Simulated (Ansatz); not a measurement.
`C=C[SiH](S)Cl` and `BO[SiH](S)Cl` differ in one atom or group.

Ansatz, PBE0-D4/def2-TZVP geometries, multiplicity 1. Each molecule was computed in one conformer, which needn't be the lowest.

```tsv
property	`C=C[SiH](S)Cl`
LUMO energy (B3LYP/def2-TZVPP) / eV	-1.20
HOMO–LUMO gap (PBE0/def2-TZVPP) / eV	6.81
size of the dipole moment (PBE/def2-TZVPP) / D	1.91
HOMO energy (ωB97M-V/def2-TZVPP) / eV	-10.01
HOMO–LUMO gap (PBE/def2-TZVPP) / eV	4.59
size of the dipole moment (B3LYP/def2-TZVPP) / D	1.97
```

Question: Give the same properties after the change, and the shifts. (An estimate is asked.)

Answer: Ansatz gave: 
```
                                        property  `BO[SiH](S)Cl`  shift
             LUMO energy (B3LYP/def2-TZVPP) / eV           -1.15   0.05
            HOMO–LUMO gap (PBE0/def2-TZVPP) / eV            7.10   0.29
  size of the dipole moment (PBE/def2-TZVPP) / D            1.15  -0.76
           HOMO energy (ωB97M-V/def2-TZVPP) / eV          -10.20  -0.19
             HOMO–LUMO gap (PBE/def2-TZVPP) / eV            4.83   0.24
size of the dipole moment (B3LYP/def2-TZVPP) / D            1.06  -0.91
```

With PBE0 the HOMO falls by 0.18 eV and the LUMO rises by 0.10 eV, so the gap widens by about 0.28 eV. PBE moves the HOMO by -0.19 eV and ωB97M-V by -0.19 eV. Dipoles are sizes alone; their direction can turn.

Positive LUMOs are unbound, so they and the gaps depend on the basis.

B3LYP here is the variant with VWN-RPA as its local correlation; programs differ in this.
